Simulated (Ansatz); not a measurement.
```yaml
crystal:
  periodic: [false, false, false]
  atoms:
    - {symbol: O, position_ang: [-7.646118, -1.023598, 0.385617]}
    - {symbol: B, position_ang: [-6.990137, -0.286502, -0.576578]}
    - {symbol: O, position_ang: [-7.629030, 0.548724, -1.467446]}
    - {symbol: C, position_ang: [-5.412725, -0.392742, -0.636931]}
    - {symbol: C, position_ang: [-4.737120, 0.077413, 0.665769]}
    - {symbol: C, position_ang: [-3.209960, -0.065245, 0.693050]}
    - {symbol: C, position_ang: [-2.471906, 0.819591, -0.331572]}
    - {symbol: C, position_ang: [-0.972558, 0.731842, -0.199372]}
    - {symbol: C, position_ang: [-0.235121, -0.246007, -0.909505]}
    - {symbol: C, position_ang: [1.144879, -0.369558, -0.754127]}
    - {symbol: C, position_ang: [1.832368, 0.493774, 0.131733]}
    - {symbol: N, position_ang: [3.222402, 0.460673, 0.365356]}
    - {symbol: N, position_ang: [3.859879, -0.419646, -0.288144]}
    - {symbol: C, position_ang: [5.251986, -0.448991, -0.043023]}
    - {symbol: C, position_ang: [5.921751, 0.413779, 0.856762]}
    - {symbol: C, position_ang: [7.302902, 0.298585, 1.026863]}
    - {symbol: C, position_ang: [8.031208, -0.670464, 0.308305]}
    - {symbol: C, position_ang: [7.369149, -1.528005, -0.585133]}
    - {symbol: C, position_ang: [5.983695, -1.418730, -0.760293]}
    - {symbol: C, position_ang: [1.108282, 1.471117, 0.846318]}
    - {symbol: C, position_ang: [-0.275223, 1.584521, 0.681591]}
    - {symbol: H, position_ang: [-8.612907, -0.909006, 0.392908]}
    - {symbol: H, position_ang: [-8.597652, 0.577829, -1.366667]}
    - {symbol: H, position_ang: [-5.039719, 0.184150, -1.508658]}
    - {symbol: H, position_ang: [-5.139372, -1.457566, -0.818093]}
    - {symbol: H, position_ang: [-4.998010, 1.143635, 0.855608]}
    - {symbol: H, position_ang: [-5.163768, -0.491928, 1.518790]}
    - {symbol: H, position_ang: [-2.927886, -1.128284, 0.522481]}
    - {symbol: H, position_ang: [-2.834734, 0.187264, 1.708680]}
    - {symbol: H, position_ang: [-2.797117, 1.873348, -0.191716]}
    - {symbol: H, position_ang: [-2.771312, 0.528643, -1.360082]}
    - {symbol: H, position_ang: [-0.768398, -0.916143, -1.603522]}
    - {symbol: H, position_ang: [1.732129, -1.119124, -1.303256]}
    - {symbol: H, position_ang: [5.320449, 1.156734, 1.399582]}
    - {symbol: H, position_ang: [7.827213, 0.968428, 1.726208]}
    - {symbol: H, position_ang: [9.119649, -0.755219, 0.448956]}
    - {symbol: H, position_ang: [7.937109, -2.285228, -1.146628]}
    - {symbol: H, position_ang: [5.429429, -2.072668, -1.449681]}
    - {symbol: H, position_ang: [1.668442, 2.131884, 1.524386]}
    - {symbol: H, position_ang: [-0.832128, 2.352737, 1.241452]}
basis:
  gaussian: {orbitals: def2-SVP, point_charges: [{charge: 0.50, position_ang: [12.897, -0.199, -0.419]}]}
hamiltonian: {xc: {name: rPW86-PBE}}
accuracy: high
scf: {lower_state_search: light}
```

```sh
$ ansatz run in.yaml --threads 2 --pin off --events-out ev --progress --plain --max-ram 22528MiB --backend cuda --devices 0, --max-vram 18GiB
```

Shortened log:

```
Functional definition: rPW86-PBE
9896 factors; integrals over basis functions are off by at most 3.0e-8 eV
mean field evaluation 1: about -24651.7324 eV, gradient 1.2e2 eV
mean field evaluation 2: about -24589.1354 eV, gradient 2.0e2 eV
mean field evaluation 4: about -24688.4458 eV, gradient 2.4e1 eV
mean field evaluation 8: about -24690.0936 eV, gradient 7.5e-1 eV
mean field evaluation 16: about -24690.0641 eV, gradient 5.5e-3 eV
mean field -24690.06405045 eV, -907.3431183276 hartree, gradient 2.7e-8 eV, S^2 0.000000; 0 other end points of the search recorded, 0 dependent functions left out
reference -24690.06407868 eV, -907.3431193649 hartree; 75, 75 occupied and 314, 314 virtual orbitals, 9896 factors
Total energy: -24690.06407868 eV, -907.3431193649 hartree
```

Hardware: 2 threads of AMD EPYC 7R13 on a shared host and a share (18 GiB) of an NVIDIA H100 80GB HBM3. Wall time 33 s, peak host memory 2.8 GiB.
